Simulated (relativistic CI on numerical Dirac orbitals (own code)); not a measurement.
Ligand-field terms of d6

Computed with a parametric ligand-field model of a d^n configuration (Racah B and C, spin-orbit zeta, crystal field), exact diagonalisation.

Field parameters in Wybourne normalisation: D3d B²₀ = −7Dσ, B⁴₀ = −14Dq − 21Dτ, B⁴₃ = −14√(10/7) Dq; Oh B⁴₀ = 21Dq, B⁴₄ = √(5/14) B⁴₀; Td as Oh with Dq negative (B⁴₀ = 21Dq, B⁴₄ = √(5/14) B⁴₀). The field is a parameter set, without covalency.

(1) Ground term and bands for B = 580, C = 2660, ζ = 0 cm⁻¹, Oh, 10Dq = 31850 cm⁻¹?

(2) Ground term and bands for B = 860, C = 4290, ζ = 0 cm⁻¹, Td, 10Dq = -4000 cm⁻¹?

(3) Ground term and bands for B = 880, C = 4080, ζ = 0 cm⁻¹, Td, 10Dq = -1450 cm⁻¹?

(4) Ground term and bands for B = 650, C = 2290, ζ = 0 cm⁻¹, D3d, 10Dq = 24800, Dσ = 1200, Dτ = 380 cm⁻¹?

(5) A d6 ion in Oh symmetry has the ground term 1A1 and bands at 3T1 12674 cm⁻¹ (789 nm), 5T2 16649 cm⁻¹ (601 nm), 3T2 17181 cm⁻¹ (582 nm), 1T1 18771 cm⁻¹ (533 nm), 1T2 27877 cm⁻¹ (359 nm), 1T2 38934 cm⁻¹ (257 nm), 1E 39006 cm⁻¹ (256 nm). Which parameters reproduce them?

Answers

(1) Ground term 1A1 with 0.02 electrons in the two orbitals of the cubic e set. Spin-allowed: 1T1 29880 cm⁻¹ (335 nm), 1T2 38191 cm⁻¹ (262 nm), 1T2 60782 cm⁻¹ (165 nm), 1E 61306 cm⁻¹ (163 nm). Lowest spin-forbidden: 3T1 24297 cm⁻¹ (412 nm), 3T2 28424 cm⁻¹ (352 nm), 5T2 40547 cm⁻¹ (247 nm).

(2) Ground term 5E with 3.00 electrons in the two orbitals of the cubic e set. Spin-allowed: 5T2 4000 cm⁻¹ (2500 nm). Lowest spin-forbidden: 3T1 18936 cm⁻¹ (528 nm), 3E 21083 cm⁻¹ (474 nm), 3T1 22625 cm⁻¹ (442 nm).

(3) Ground term 5E with 3.00 electrons in the two orbitals of the cubic e set. Spin-allowed: 5T2 1450 cm⁻¹. Lowest spin-forbidden: 3T1 19586 cm⁻¹ (511 nm), 3E 20078 cm⁻¹ (498 nm), 3T2 20898 cm⁻¹ (479 nm).

(4) Ground term 1A1 with 0.03 electrons in the two orbitals of the cubic e set. Spin-allowed: 1A2 22759 cm⁻¹ (439 nm), 1E 24844 cm⁻¹ (403 nm), 1A1 32113 cm⁻¹ (311 nm), 1E 35284 cm⁻¹ (283 nm). Lowest spin-forbidden: 3A2 17837 cm⁻¹ (561 nm), 3E 19400 cm⁻¹ (515 nm), 3A1 22510 cm⁻¹ (444 nm).

(5) B = 710, C = 2810, ζ = 0 cm⁻¹, Oh, 10Dq = 20550 cm⁻¹.
